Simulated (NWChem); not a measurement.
CHF₂, doublet; SMILES F[CH]F

```xyz
4

F     -0.2430    -0.0077    -1.1045
C      0.4938     0.1095     0.0000
F     -0.2430    -0.0077     1.1045
H      1.4108    -0.5190     0.0000
```
Atoms are numbered in this order, from 1.

In the optimisation the excess spin sits in a' (Cs, its own frame). Structure relaxed at the PBE-D3(BJ)/def2-SVP, spin-unrestricted level. No stability test was run on the SCF state.

Symmetry labels are those of Cs in the frame above (b1 and b2, or b-type labels, depend on it). States above −ε(HOMO) = 5.4 eV lie in this functional's continuum and hang on the basis.

Task: List the 6 lowest vertical excitations from PBE/def2-SVPD, spin-unrestricted, TDA (NWChem).

Result: 
```
state    energy (eV)  oscillator strength  symmetry of the excitation  <S²>
-------  -----------  -------------------  --------------------------  ----
state 1         5.62                0.017                          a'  0.77
state 2         6.48                0.000                          a'  0.77
state 3         6.59                0.006                          a"  0.76
state 4         6.94                0.008                          a'  0.77
state 5         7.21                0.000                          a"  0.76
state 6         7.81                0.038                          a'  0.76
```
